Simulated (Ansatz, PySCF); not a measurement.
SnOF, SMILES [Sn]([F])=[O], multiplicity 2. Atoms are numbered in the order given.

```xyz
3

Sn     0.4469     0.0020     0.0000
O     -1.0454     1.3430     0.0000
F     -0.6933    -1.5819     0.0000
```
Charge 0, spin multiplicity 2.

The structure is a stationary point at B3LYP-D3(BJ)/def2-TZVP. The def2 effective core potentials stand for the cores of Sn; spin–orbit coupling is left out.

Two levels are set side by side: PBE-D3(BJ)/def2-TZVP (Ansatz, a quantum-chemistry and plane-wave program) and B3LYP-D3(BJ)/def2-TZVP (Ansatz). Each level has its own optimised geometry; the coordinates shown are those of the second. Frequencies come from the Hessian of PySCF at each geometry. Differences are taken from unrounded values.

```
quantity                            B3LYP-D3(BJ)  PBE-D3(BJ)  PBE-D3(BJ) minus B3LYP-D3(BJ)
----------------------------------  ------------  ----------  -----------------------------
mean bond length (Å)                       1.979       1.938                         -0.041
bond Sn1–O2 (Å)                            2.006       1.911                         -0.096
bond Sn1–F3 (Å)                            1.952       1.965                          0.014
highest harmonic wavenumber (cm⁻¹)           576         580                              5
mean harmonic wavenumber (cm⁻¹)              416         418                              2
zero-point energy (kcal/mol)                1.78        1.79                           0.01
```
